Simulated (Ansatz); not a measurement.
Basis-set series for `C[SiH](N)Br`. Charge 0, multiplicity 1. All single points use the PBE0-D4/def2-TZVP geometry. It is one conformer, not always the lowest.

| functional | basis | functions | energy (Eh) | HOMO (eV) | LUMO (eV) |
| --- | --- | --- | --- | --- | --- |
| PBE0-D4 | def2-SVP | 108 | -2959.20631 | -7.52 | 1.34 |
| PBE0-D4 | def2-TZVPP | 236 | -2959.73870 | -7.71 | 0.67 |
| ωB97M-V | def2-SVP | 108 | -2959.51506 | -9.79 | 3.02 |
| ωB97M-V | def2-TZVPP | 236 | -2960.05247 | -9.99 | 2.12 |

(1) Give the rows for def2-QZVPP. (An estimate is asked.)

Results:

(1) Computed: 
| functional | basis | functions | energy (Eh) | HOMO (eV) | LUMO (eV) |
| --- | --- | --- | --- | --- | --- |
| PBE0-D4 | def2-QZVPP | 453 | -2959.80736 | -7.74 | 0.37 |
| ωB97M-V | def2-QZVPP | 453 | -2960.11831 | -10.02 | 1.58 |

Positive LUMOs are unbound and depend on the basis. Scalar relativity is left out up to krypton.
